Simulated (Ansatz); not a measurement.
Start from `[SiH3]N[AsH2]` and change one atom or group to get `[SiH3]N[SiH3]`.

Ansatz, PBE0-D4/def2-TZVP geometries, multiplicity 1. 

Scalar relativity is left out up to krypton.

```
                                        property  `[SiH3]N[AsH2]`
           HOMO–LUMO gap (B3LYP/def2-TZVPP) / eV             6.61
         HOMO–LUMO gap (ωB97M-V/def2-TZVPP) / eV            11.10
           HOMO energy (ωB97M-V/def2-TZVPP) / eV            -9.69
           LUMO energy (ωB97M-V/def2-TZVPP) / eV             1.41
               LUMO energy (PBE/def2-TZVPP) / eV            -1.19
size of the dipole moment (B3LYP/def2-TZVPP) / D             0.76
```

**Question.** What does the change do to each property? (An estimate is asked.)

**Answer.** The calculation gave: 
| property | `[SiH3]N[SiH3]` | shift |
| --- | --- | --- |
| HOMO–LUMO gap (B3LYP/def2-TZVPP) / eV | 7.01 | 0.40 |
| HOMO–LUMO gap (ωB97M-V/def2-TZVPP) / eV | 11.32 | 0.22 |
| HOMO energy (ωB97M-V/def2-TZVPP) / eV | -9.81 | -0.12 |
| LUMO energy (ωB97M-V/def2-TZVPP) / eV | 1.52 | 0.11 |
| LUMO energy (PBE/def2-TZVPP) / eV | -0.92 | 0.27 |
| size of the dipole moment (B3LYP/def2-TZVPP) / D | 0.91 | 0.15 |

With PBE0 the HOMO falls by 0.12 eV and the LUMO rises by 0.25 eV, so the gap widens by about 0.37 eV. PBE moves the HOMO by -0.13 eV and ωB97M-V by -0.12 eV. The zero-point energy changes by 24.6 kJ/mol with +3 modes. Dipoles are sizes alone; their direction can turn.

B3LYP here is the variant with VWN-RPA as its local correlation; programs differ in this.
